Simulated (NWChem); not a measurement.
The numbers come from NWChem runs, not from measurements. System: HF₃OSi, charge 1, spin multiplicity 2, at the geometry of a parent with another charge or spin, in a state set for the comparison that need not be this species' ground state. Its SCF solution wasn't tested for a lower state. Level: UHF/def2-TZVP.

Job file:

```
start mol
memory heap 200 mb stack 800 mb global 1000 mb
charge 1
geometry units angstroms nocenter noautoz
  O     -1.511326     0.608392     0.000000
  Si    -0.002565     0.010431     0.000000
  F      0.293893    -0.899269    -1.283673
  F      1.011839     1.239973     0.000000
  F      0.293893    -0.899269     1.283673
  H     -2.270109     0.013907     0.000000
  symmetry group Cs
end
basis spherical
  * library def2-tzvp
end
scf
  uhf
  nopen 1
  maxiter 100
  thresh 1e-7
  semidirect memsize 60000000 filesize 0
  # guess.movecs holds the orbitals of an unrestricted PBE0 run
  vectors input guess.movecs output mol.movecs
end
task scf energy
```

NWChem printed:

```
             Northwest Computational Chemistry Package (NWChem) 7.3.0
             --------------------------------------------------------

                                NWChem Input Module
                                -------------------

 Scaling coordinates for geometry "geometry" by  1.889725989
 (inverse scale =  0.529177249)

 Turning off AUTOSYM since
 SYMMETRY directive was detected!

                             Geometry "geometry" -> ""
                             -------------------------

 Output coordinates in angstroms (scale by  1.889725989 to convert to a.u.)

  No.       Tag          Charge          X              Y              Z
 ---- ---------------- ---------- -------------- -------------- --------------
    1 O                    8.0000    -1.51132600     0.60839200     0.00000000
    2 Si                  14.0000    -0.00256500     0.01043100     0.00000000
    3 F                    9.0000     0.29389300    -0.89926900    -1.28367300
    4 F                    9.0000     1.01183900     1.23997300     0.00000000
    5 F                    9.0000     0.29389300    -0.89926900     1.28367300
    6 H                    1.0000    -2.27010900     0.01390700     0.00000000

 Effective nuclear repulsion energy (a.u.)     266.6294515258

            Nuclear Dipole moment (a.u.)
            ----------------------------
        X                 Y               Z
 ---------------- ---------------- ----------------
    -0.0000037795    -0.0000151178     0.0000000000

      Symmetry information
      --------------------

 Group name             Cs
 Group number              2
 Group order               2
 No. of unique centers     5

      Symmetry unique atoms

     1    2    3    4    6


 Summary of "ao basis" -> "" (spherical)
 ------------------------------------------------------------------------------
       Tag                 Description            Shells   Functions and Types
 ---------------- ------------------------------  ------  ---------------------
 *                         def2-tzvp                  on all atoms

 Summary of "ao basis" -> "ao basis" (spherical)
 ------------------------------------------------------------------------------
       Tag                 Description            Shells   Functions and Types
 ---------------- ------------------------------  ------  ---------------------
 O                         def2-tzvp                11       31   5s3p2d1f
 Si                        def2-tzvp                13       37   5s5p2d1f
 F                         def2-tzvp                11       31   5s3p2d1f
 H                         def2-tzvp                 4        6   3s1p

                                 NWChem SCF Module
                                 -----------------

  ao basis        = "ao basis"
  functions       =   167
  atoms           =     6
  alpha electrons =    25
  beta  electrons =    24
  charge          =   1.00
  wavefunction    = UHF
  use symmetry    = T
  symmetry adapt  = T

 Summary of "ao basis" -> "ao basis" (spherical)
 ------------------------------------------------------------------------------
       Tag                 Description            Shells   Functions and Types
 ---------------- ------------------------------  ------  ---------------------
 O                         def2-tzvp                11       31   5s3p2d1f
 Si                        def2-tzvp                13       37   5s5p2d1f
 F                         def2-tzvp                11       31   5s3p2d1f
 H                         def2-tzvp                 4        6   3s1p

      Symmetry analysis of basis
      --------------------------

        a'        103
        a"         64

 Forming initial guess at       0.2s

   Symmetry analysis of molecular orbitals - initial alpha
   -------------------------------------------------------

  Numbering of irreducible representations:

     1 a'          2 a"

  Orbital symmetries:

     1 a'          2 a"          3 a'          4 a'          5 a'
     6 a'          7 a'          8 a"          9 a'         10 a'
    11 a"         12 a'         13 a'         14 a'         15 a"
    16 a'         17 a'         18 a"         19 a'         20 a'
    21 a"         22 a'         23 a"         24 a'         25 a"
    26 a'         27 a'         28 a'         29 a"         30 a'
    31 a'         32 a"         33 a'         34 a'         35 a'

   Symmetry analysis of molecular orbitals - initial beta
   ------------------------------------------------------

  Numbering of irreducible representations:

     1 a'          2 a"

  Orbital symmetries:

     1 a'          2 a"          3 a'          4 a'          5 a'
     6 a'          7 a'          8 a"          9 a'         10 a'
    11 a"         12 a'         13 a'         14 a'         15 a'
    16 a'         17 a"         18 a'         19 a'         20 a"
    21 a'         22 a"         23 a'         24 a"         25 a"
    26 a'         27 a'         28 a'         29 a"         30 a'
    31 a'         32 a"         33 a'         34 a'         35 a'

 Starting SCF solution at       0.2s

 ----------------------------------------------
         Quadratically convergent UHF

 Convergence threshold     :          1.000E-07
 Maximum no. of iterations :          100
 Integral*density screening:          1.000E-09
 ----------------------------------------------

              iter       energy          gnorm     gmax       time
             ----- ------------------- --------- --------- --------
                 1     -662.6221783933  8.91D-01  2.00D-01      9.2
[...]
   Bfn.  Coefficient  Atom+Function         Bfn.  Coefficient  Atom+Function
  ----- ------------  ---------------      ----- ------------  ---------------
   106      0.324684  4 F  py               109      0.286329  4 F  py
   105     -0.234644  4 F  px               108     -0.210068  4 F  px
    74      0.168200  3 F  px               136      0.168200  5 F  px

 Vector   25  Occ=1.000000D+00  E=-8.697111D-01  Symmetry=a"
              MO Center=  5.8D-01, -5.2D-03, -7.4D-14, r^2= 2.6D+00
   Bfn.  Coefficient  Atom+Function         Bfn.  Coefficient  Atom+Function
  ----- ------------  ---------------      ----- ------------  ---------------
   107      0.322994  4 F  pz               110      0.284814  4 F  pz
    75      0.224096  3 F  py               137     -0.224096  5 F  py
    78      0.197065  3 F  py               140     -0.197065  5 F  py
   113      0.156511  4 F  pz

 Vector   26  Occ=0.000000D+00  E=-1.562200D-01  Symmetry=a'
              MO Center= -2.1D+00, -1.8D-01,  3.3D-13, r^2= 3.1D+00
   Bfn.  Coefficient  Atom+Function         Bfn.  Coefficient  Atom+Function
  ----- ------------  ---------------      ----- ------------  ---------------
   164      1.213369  6 H  s                  5     -0.913569  1 O  s
    36      0.638235  2 Si s                 13      0.230879  1 O  py
    12      0.204916  1 O  px               163      0.182378  6 H  s
    73     -0.178610  3 F  s                135     -0.178610  5 F  s
     3     -0.158657  1 O  s

 Vector   27  Occ=0.000000D+00  E=-3.803079D-02  Symmetry=a'
              MO Center= -8.5D-01,  6.0D-02, -1.7D-15, r^2= 4.8D+00
   Bfn.  Coefficient  Atom+Function         Bfn.  Coefficient  Atom+Function
  ----- ------------  ---------------      ----- ------------  ---------------
    36      2.578370  2 Si s                164     -1.278014  6 H  s
   104     -0.626958  4 F  s                 12     -0.595202  1 O  px
    73     -0.525810  3 F  s                135     -0.525810  5 F  s
    49     -0.396981  2 Si px                34     -0.205155  2 Si s
    50      0.190514  2 Si py                 6     -0.182134  1 O  px

 Vector   28  Occ=0.000000D+00  E=-3.092889D-02  Symmetry=a"
              MO Center= -2.7D-01,  3.3D-01, -7.5D-13, r^2= 4.9D+00
   Bfn.  Coefficient  Atom+Function         Bfn.  Coefficient  Atom+Function
  ----- ------------  ---------------      ----- ------------  ---------------
    51      1.279764  2 Si pz                73      0.389302  3 F  s
   135     -0.389302  5 F  s                113     -0.205358  4 F  pz
    11     -0.175752  1 O  pz                60      0.154549  2 Si d  1
     8     -0.150579  1 O  pz

                     UHF Final Beta Molecular Orbital Analysis
                     -----------------------------------------

 Vector   22  Occ=1.000000D+00  E=-8.864151D-01  Symmetry=a"
              MO Center=  3.4D-01, -6.0D-01,  1.4D-14, r^2= 2.4D+00
   Bfn.  Coefficient  Atom+Function         Bfn.  Coefficient  Atom+Function
  ----- ------------  ---------------      ----- ------------  ---------------
    76      0.230303  3 F  pz               138      0.230303  5 F  pz
    74      0.222730  3 F  px               136     -0.222730  5 F  px
    79      0.202674  3 F  pz               141      0.202674  5 F  pz
    77      0.198176  3 F  px               139     -0.198176  5 F  px
   107      0.168758  4 F  pz               110      0.150075  4 F  pz

 Vector   23  Occ=1.000000D+00  E=-8.823514D-01  Symmetry=a'
              MO Center=  6.8D-01,  4.5D-01, -5.9D-14, r^2= 2.3D+00
   Bfn.  Coefficient  Atom+Function         Bfn.  Coefficient  Atom+Function
  ----- ------------  ---------------      ----- ------------  ---------------
   106      0.314431  4 F  py               109      0.277168  4 F  py
   105     -0.230243  4 F  px               108     -0.206077  4 F  px
    74      0.185152  3 F  px               136      0.185152  5 F  px
    77      0.164448  3 F  px               139      0.164448  5 F  px

 Vector   24  Occ=1.000000D+00  E=-8.683533D-01  Symmetry=a"
              MO Center=  5.7D-01, -1.1D-02, -4.2D-14, r^2= 2.6D+00
   Bfn.  Coefficient  Atom+Function         Bfn.  Coefficient  Atom+Function
  ----- ------------  ---------------      ----- ------------  ---------------
   107      0.321611  4 F  pz               110      0.283709  4 F  pz
    75      0.227761  3 F  py               137     -0.227761  5 F  py
    78      0.200397  3 F  py               140     -0.200397  5 F  py
   113      0.155812  4 F  pz

 Vector   25  Occ=0.000000D+00  E=-3.703181D-01  Symmetry=a"
              MO Center= -1.4D+00,  5.2D-01,  6.8D-14, r^2= 1.2D+00
   Bfn.  Coefficient  Atom+Function         Bfn.  Coefficient  Atom+Function
  ----- ------------  ---------------      ----- ------------  ---------------
    14      0.372951  1 O  pz                 8      0.354452  1 O  pz
    11      0.339889  1 O  pz

 Vector   26  Occ=0.000000D+00  E=-1.457582D-01  Symmetry=a'
              MO Center= -2.2D+00, -2.0D-01,  2.4D-15, r^2= 3.2D+00
   Bfn.  Coefficient  Atom+Function         Bfn.  Coefficient  Atom+Function
  ----- ------------  ---------------      ----- ------------  ---------------
   164      1.272992  6 H  s                  5     -0.978190  1 O  s
    36      0.647273  2 Si s                 13      0.243878  1 O  py
    12      0.226653  1 O  px                73     -0.190213  3 F  s
   135     -0.190213  5 F  s                163      0.163100  6 H  s
     3     -0.154577  1 O  s

 Vector   27  Occ=0.000000D+00  E=-3.321847D-02  Symmetry=a'
              MO Center= -9.2D-01, -3.5D-01, -2.6D-13, r^2= 4.4D+00
   Bfn.  Coefficient  Atom+Function         Bfn.  Coefficient  Atom+Function
  ----- ------------  ---------------      ----- ------------  ---------------
    36      2.514765  2 Si s                164     -1.244076  6 H  s
   104     -0.577814  4 F  s                 73     -0.567591  3 F  s
   135     -0.567591  5 F  s                 12     -0.525975  1 O  px
    49     -0.429555  2 Si px               112      0.199539  4 F  py
    82     -0.197566  3 F  pz               144      0.197566  5 F  pz

 center of mass
 --------------
 x =   0.07147814 y =  -0.01065221 z =   0.00000000

 moments of inertia (a.u.)
 ------------------
         458.775406567802           3.297994124264           0.000000000000
           3.297994124264         453.263195712798           0.000000000000
           0.000000000000           0.000000000000         464.857436967493

  Mulliken analysis of the total density
  --------------------------------------

    Atom       Charge   Shell Charges
 -----------   ------   -------------------------------------------------------
    1 O    8     7.97   0.79  1.18  0.59  1.03  0.18  1.81  1.94  0.42  0.00  0.02  0.00
    2 Si  14    12.67   2.00  0.58  1.40  0.63  0.04  4.12  1.73  0.53  0.67  0.03  0.41  0.32  0.21
    3 F    9     9.28   0.77  1.20  0.59  1.02  0.33  2.23  2.30  0.83  0.00  0.01  0.00
    4 F    9     9.28   0.77  1.20  0.59  1.02  0.33  2.23  2.30  0.83  0.00  0.01  0.00
    5 F    9     9.28   0.77  1.20  0.59  1.02  0.33  2.23  2.30  0.83  0.00  0.01  0.00
    6 H    1     0.52   0.22  0.26 -0.00  0.04

  Mulliken analysis of the alpha density
  --------------------------------------

    Atom       Charge   Shell Charges
 -----------   ------   -------------------------------------------------------
    1 O    8     4.50   0.40  0.59  0.31  0.53  0.09  1.13  1.20  0.25  0.00  0.01  0.00
    2 Si  14     6.32   1.00  0.29  0.70  0.31  0.02  2.06  0.86  0.26  0.33  0.01  0.21  0.16  0.11
    3 F    9     4.65   0.39  0.60  0.30  0.51  0.17  1.12  1.15  0.41  0.00  0.01  0.00
    4 F    9     4.64   0.39  0.60  0.30  0.51  0.17  1.11  1.15  0.41  0.00  0.01  0.00
    5 F    9     4.65   0.39  0.60  0.30  0.51  0.17  1.12  1.15  0.41  0.00  0.01  0.00
    6 H    1     0.24   0.10  0.11 -0.00  0.02

   Mulliken analysis of the beta density
   -------------------------------------

    Atom       Charge   Shell Charges
 -----------   ------   -------------------------------------------------------
    1 O    8     3.47   0.40  0.59  0.28  0.51  0.10  0.67  0.74  0.17  0.00  0.01  0.00
    2 Si  14     6.34   1.00  0.29  0.70  0.32  0.02  2.06  0.86  0.27  0.34  0.01  0.21  0.16  0.10
    3 F    9     4.63   0.39  0.60  0.30  0.51  0.17  1.11  1.15  0.42  0.00  0.01  0.00
    4 F    9     4.64   0.39  0.60  0.30  0.51  0.17  1.11  1.15  0.41  0.00  0.01  0.00
    5 F    9     4.63   0.39  0.60  0.30  0.51  0.17  1.11  1.15  0.42  0.00  0.01  0.00
    6 H    1     0.28   0.12  0.14 -0.00  0.02

   Mulliken analysis of the spin density
   -------------------------------------

    Atom       Charge   Shell Charges
 -----------   ------   -------------------------------------------------------
    1 O    8     1.04   0.00 -0.00  0.03  0.02 -0.01  0.46  0.46  0.08 -0.00 -0.00 -0.00
    2 Si  14    -0.02  -0.00 -0.00  0.00 -0.01 -0.00 -0.00  0.00 -0.01 -0.01 -0.00  0.00 -0.00  0.01
    3 F    9     0.01   0.00 -0.00  0.00  0.00 -0.00  0.01  0.01 -0.00  0.00 -0.00 -0.00
    4 F    9    -0.00  -0.00  0.00 -0.00 -0.00  0.00 -0.00 -0.00  0.00 -0.00  0.00 -0.00
    5 F    9     0.01   0.00 -0.00  0.00  0.00 -0.00  0.01  0.01 -0.00  0.00 -0.00 -0.00
    6 H    1    -0.04  -0.01 -0.03 -0.00  0.00

       Multipole analysis of the density wrt the origin
       ------------------------------------------------

     L   x y z        total         alpha         beta         nuclear
     -   - - -        -----         -----         ----         -------
     0   0 0 0      1.000000    -25.000000    -24.000000     50.000000

     1   1 0 0     -3.043711     -0.143183     -2.900524     -0.000004
     1   0 1 0      0.369511     -0.354287      0.723813     -0.000015
     1   0 0 1     -0.000000     -0.000000      0.000000      0.000000

     2   2 0 0    -11.129402    -70.621968    -62.621465    122.114031
     2   1 1 0     -0.810576      2.721675     -0.485789     -3.046462
     2   1 0 1      0.000000      0.000000      0.000000      0.000000
     2   0 2 0    -23.160204    -68.327777    -66.810169    111.977742
     2   0 1 1     -0.000000      0.000000     -0.000000      0.000000
     2   0 0 2    -22.787960    -64.920463    -63.787745    105.920248

 Task  times  cpu:       28.5s     wall:       28.5s

 Total times  cpu:       28.5s     wall:       28.5s
```
